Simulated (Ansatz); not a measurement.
C$_{2}$H$_{4}$I$_{2}$ (`ICCI`), relaxed with RKS PBE0-D4/def2-TZVP in Ansatz 0.2.0 from a PBE-D4/def2-SVP geometry. The force threshold is 0.005 eV/Å; the program also tests the step.

Charge 0, multiplicity 1. I: def2 effective core potential.

Start:

```xyz
8

I    -0.424   -2.438   -0.600
C    -0.612   -0.393    0.187
C     0.612    0.393   -0.187
I     0.424    2.438    0.601
H    -1.540    0.006   -0.259
H    -0.736   -0.512    1.279
H     1.540   -0.006    0.259
H     0.736    0.512   -1.279
```

Q: How much energy does the relaxation release, and in how many steps? (Best estimate.)

A: The calculation gave: 1.14 kcal/mol, in 5 steps.

Q: Which bonds change most? (Best estimate.)

A: Computed: I1–C2 from 2.199 to 2.154 Å; C3–I4 from 2.199 to 2.154 Å; C2–H5 from 1.105 to 1.087 Å; C3–H8 from 1.105 to 1.087 Å.

Q: Give the relaxed structure. (Estimate.)

A: The calculation gave: 
```xyz
8

I    -0.419   -2.396   -0.589
C    -0.608   -0.394    0.185
C     0.608    0.394   -0.185
I     0.419    2.396    0.589
H    -1.519    0.004   -0.253
H    -0.728   -0.506    1.259
H     1.519   -0.004    0.253
H     0.728    0.506   -1.259
```
